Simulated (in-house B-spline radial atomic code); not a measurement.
# LDA VWN5 excitations of Ce V (Ce4+)

Method: LDA VWN5. Computed with a B-spline radial code for spherical atoms: linear response of the closed shell [Kr] 4d10 5s2 5p6 with the functional's adiabatic kernel; scalar-relativistic (spin-free one-electron X2C), finite nucleus, no spin-orbit coupling, no double excitations, S, P, D and F terms only; shells from n = 3 respond. Only terms of natural parity with L up to 3 were computed.

Spin-orbit coupling is strong here, so these LS terms don't match observed levels.

Command:
```bash
python run_td.py task.json out
```
Settings (radii: box in bohr, nucleus in fm):
```
Z                        58
electrons                54
configuration            [Kr] 4d10 5s2 5p6
hamiltonian              x2c
method                   lda,vwn
box_radius               19.1
rms_radius               4.8771
intervals                71
```

Run time, properties included: 3.4 s on 1 thread of Arm Neoverse N1, with other jobs on the host.

The lowest states, in the order of their Tamm-Dancoff energies; the method's threshold (minus the highest occupied level) is 60.25 eV. Labels give the largest channel, * marks a mixed state, and oscillator strengths are full-response dipole values. Semilocal kernels can invert the small singlet-triplet splittings of Rydberg terms. Energies in eV:

```json
{"state": "5p → 4f 3D", "full response": "11.905", "Tamm-Dancoff": "11.941", "oscillator strength": "-"}
{"state": "5p → 4f 1D", "full response": "13.973", "Tamm-Dancoff": "14.132", "oscillator strength": "-"}
{"state": "5p → 5d 3P", "full response": "?", "Tamm-Dancoff": "?", "oscillator strength": "-"}
{"state": "5p → 5d 3F", "full response": "?", "Tamm-Dancoff": "?", "oscillator strength": "-"}
{"state": "5p → 5d 1F", "full response": "25.246", "Tamm-Dancoff": "25.279", "oscillator strength": "-"}
{"state": "5p → 6s 3P", "full response": "30.56", "Tamm-Dancoff": "30.56", "oscillator strength": "-"}
```

Problem. Where does 5p → 5d 3P lie?

Solution. At 23.402 eV in full response, 23.443 eV in Tamm-Dancoff.

Problem. Where does 5p → 5d 3F lie?

Solution. At 23.811 eV in full response, 23.847 eV in Tamm-Dancoff.

Problem. How large is the singlet-triplet splitting of 5p → 4f (D terms) in Tamm-Dancoff?

Solution. 2.19 eV, from the unrounded values.

Problem. What polarisabilities and dispersion coefficient does the method give?

Solution. Dipole 5.805 bohr³, quadrupole 19 bohr⁵, C6 32.72 hartree·bohr⁶ for two such species.
